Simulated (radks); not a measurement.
The numbers below are computed, except where a source is named.
Q: Valence configurations of the gold ion Au3+ (all share [Xe]). Code: a radial shooting solver on a logarithmic mesh with Libxc functionals. Model: scalar-relativistic Kohn-Sham, PBEsol, spin-polarised, spherical densities, finite nucleus; open shells are filled with parallel spins first (spin-orbit coupling, left out, can overturn this in heavy ions); Fermi nuclear charge, rms radius 5.4371 fm. Order these by energy: 4f12 5d6 6s2 6p2; 4f13 5d8 6s1; 4f12 5d10; 4f13 5d9; 4f12 5d8 6s1 6p1; 4f14 5d8; 4f14 5d7 6p1; 4f13 5d8 6p1; 4f12 5d8 6s2; 4f12 5d8 6p2.

A: From the lowest, in eV above it: 4f14 5d8 0.000; 4f14 5d7 6p1 16.639; 4f13 5d9 82.516; 4f13 5d8 6s1 90.628; 4f13 5d8 6p1 101.18; 4f12 5d10 174.67; 4f12 5d8 6s2 196.81; 4f12 5d8 6s1 6p1 206.18; 4f12 5d8 6p2 217.47; 4f12 5d6 6s2 6p2 246.06. NIST lists [Xe] 4f14 5d8 as the ground configuration; this level of theory agrees among the configurations tried. The energies are those of spherical high-spin densities, not of single terms.
